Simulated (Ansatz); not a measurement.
Input for Ansatz (a quantum-chemistry and plane-wave program): R-CCSD(T)/def2-QZVPP on H6Mo (SMILES [MoH6]). Elements past Kr take the def2 small-core potentials; no spin–orbit coupling. The basis file is the Basis Set Exchange's JSON of that set.

Ansatz 0.2 input:
```yaml
crystal:
  periodic: [false, false, false]
  atoms:
    - {symbol: Mo, position_ang: [-0.00000000, -0.00000000, 0.00000000]}
    - {symbol: H, position_ang: [1.80660465, -0.00000000, 0.00000000]}
    - {symbol: H, position_ang: [-1.80660465, 0.00000000, -0.00000000]}
    - {symbol: H, position_ang: [-0.00000000, 1.80660465, 0.00000000]}
    - {symbol: H, position_ang: [0.00000000, -1.80660465, -0.00000000]}
    - {symbol: H, position_ang: [0.00000000, 0.00000000, 1.80660465]}
    - {symbol: H, position_ang: [-0.00000000, -0.00000000, -1.80660465]}
basis:
  gaussian:
    orbitals: def2-QZVPP.json
magnetization: {spin_polarized: false}
correlation: {method: ccsd_t, electrons: outside_noble_gas}
scf: {lower_state_search: off}
```

Program output:

```
WARN ansatz: RAYON_NUM_THREADS=4 ignored (pool sized by the plan → 4); use --threads N
Functional definition: HF
these checks for a lower state are left out or cut short: stability, starts, cluster_reference, orbital_swaps, neighbouring_geometries, increment
integrals: 1.81 GiB planned
1570 factors; integrals over basis functions are off by at most 1.1e-3 eV
mean field: 0.81 GiB planned
mean field evaluation 1: about -1915.7668 eV, gradient 4.7e1 eV
mean field evaluation 2: about -1915.7719 eV, gradient 4.7e1 eV
mean field evaluation 4: about -1921.7809 eV, gradient 1.8e0 eV
mean field evaluation 8: about -1921.7918 eV, gradient 2.9e-4 eV
mean field -1921.79178639 eV, -70.6245455127 hartree, gradient 6.7e-7 eV, S^2 0.000000; 0 other end points of the search recorded, 0 dependent functions left out
4 core orbitals not correlated
reference -1921.79178639 eV, -70.6245455127 hartree; 6, 6 occupied and 251, 251 virtual orbitals, 1570 factors
second order -7.33392873 eV of doubles, -0.00000000 eV of singles
coupled cluster: 2.89 GiB planned
cycle   1  -7.84381745 eV  change   -5.1e-1 eV  update   8.0e-2
cycle   2  -8.17976958 eV  change   -3.4e-1 eV  update   3.0e-2
cycle   3  -8.23742450 eV  change   -5.8e-2 eV  update   1.1e-2
cycle   4  -8.23272154 eV  change    4.7e-3 eV  update   3.1e-3
cycle   5  -8.23354111 eV  change   -8.2e-4 eV  update   1.0e-3
cycle   6  -8.23371704 eV  change   -1.8e-4 eV  update   4.2e-4
cycle   7  -8.23357813 eV  change    1.4e-4 eV  update   1.5e-4
cycle   8  -8.23372758 eV  change   -1.5e-4 eV  update   5.8e-5
cycle   9  -8.23370161 eV  change    2.6e-5 eV  update   2.2e-5
cycle  10  -8.23369051 eV  change    1.1e-5 eV  update   7.4e-6
perturbative correction -0.36066776 eV, -0.0132542956 hartree
Total energy: -1930.38614466 eV, -70.9403823536 hartree
Checks for a lower state left out: stability, starts, cluster_reference, orbital_swaps, neighbouring_geometries, increment
```

Self-consistency was reached.

Cost: roughly 60 core-seconds.
